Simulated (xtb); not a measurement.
H4Sn, charge -1, doublet, at the geometry of the source list (GFN-xTB shapes and energies of metal compounds can be far from the true ones) (a state made from the parent by changing its charge; the spin is typed, not shown lowest). Base run: xtb 6.7.1 with GFN2-xTB.

xtb was given this input:
```
$ xtb mol.xyz --gfn 2 --chrg -1 --uhf 1 --json

# file mol.xyz
5

Sn    -0.00040000    -0.00240000     0.00050000
H     -1.07600000     1.12680000    -0.50160000
H      0.24570000    -1.08960000    -1.19940000
H     -0.58840000    -0.76120000     1.32790000
H      1.41910000     0.72650000     0.37260000
```

The base run was repeated with changes; each row names its change, and settings that it needs were set with it.

```json
[
 {"change": "base", "ΔE vs base (kJ/mol)": "0.00", "G_solv (kcal/mol)": "-", "SCF cycles": "57"},
 {"change": "acc = 1000", "ΔE vs base (kJ/mol)": "0.32", "G_solv (kcal/mol)": "-", "SCF cycles": "22"},
 {"change": "acc = 0.0001", "ΔE vs base (kJ/mol)": "0.00", "G_solv (kcal/mol)": "-", "SCF cycles": "64"},
 {"change": "gbsa = acetonitrile", "ΔE vs base (kJ/mol)": "-268.1", "G_solv (kcal/mol)": "-64.75", "SCF cycles": "111"},
 {"change": "file = coord", "ΔE vs base (kJ/mol)": "0.00", "G_solv (kcal/mol)": "-", "SCF cycles": "56"},
 {"change": "alpb = water", "ΔE vs base (kJ/mol)": "-307.3", "G_solv (kcal/mol)": "-75.13", "SCF cycles": "70"},
 {"change": "etemp = 5000", "ΔE vs base (kJ/mol)": "-71.8", "G_solv (kcal/mol)": "-", "SCF cycles": "9"},
 {"change": "etemp = 10000", "ΔE vs base (kJ/mol)": "-165.5", "G_solv (kcal/mol)": "-", "SCF cycles": "9"},
 {"change": "alpb = cs2", "ΔE vs base (kJ/mol)": "-180.3", "G_solv (kcal/mol)": "-43.15", "SCF cycles": "64"}
]
```

ALPB and GBSA are two models with their own fitted parameters for each solvent, which aren't always the measured dielectric constant.
